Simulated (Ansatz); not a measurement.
Basis sets compared for GeH2Me(OEt) (C₃H₁₀GeO). Total charge 0; singlet. Geometry PBE0-D4/def2-SVP. Ansatz on 4 threads of Arm Neoverse V2 on a shared host; times are rough, and most runs start from earlier orbitals.

```csv
atom,x (Å),y (Å),z (Å)
C1,0.679,2.175,1.624
C2,-0.343,-1.101,-0.965
C3,-0.784,-2.454,-0.454
Ge4,0.461,1.422,-0.146
O5,-0.084,-0.257,0.125
H6,1.785,1.383,-0.945
H7,-0.617,2.157,-0.978
H8,1.026,3.217,1.562
H9,1.417,1.589,2.190
H10,-0.279,2.151,2.161
H11,-1.132,-0.674,-1.620
H12,0.559,-1.218,-1.601
H13,-0.996,-3.141,-1.287
H14,0.002,-2.898,0.176
H15,-1.693,-2.353,0.158
```

Another isomer (singlet) lies 1.11 eV lower at PBE0-D4/def2-TZVP; other spin states weren't run for this one.

Binding counts from free atoms (C triplet, Ge triplet, O triplet, H doublet) in the same basis, without a counterpoise term.

```json
{"level": "PBE-D4/def2-SVP", "functions": "138", "energy (Eh)": "-2271.6026", "HOMO (eV)": "-5.80", "LUMO (eV)": "0.16", "binding per atom (eV)": "3.82", "wall time": "1.2 s"}
{"level": "PBE0-D4/def2-SVP", "functions": "138", "energy (Eh)": "-2271.6876", "HOMO (eV)": "-7.39", "LUMO (eV)": "1.04", "binding per atom (eV)": "3.78", "wall time": "1.8 s"}
```

Question: Estimate the rows for PBE-D4/def2-TZVP (with forces), PBE0-D4/def2-TZVP.

Answer: 
```tsv
level	functions	energy (Eh)	HOMO (eV)	LUMO (eV)	binding per atom (eV)	wall time
PBE-D4/def2-TZVP (with forces)	232	-2272.0899	-5.97	-0.10	3.80	2.7 s
PBE0-D4/def2-TZVP	232	-2272.1693	-7.50	0.76	3.75	4.1 s
```
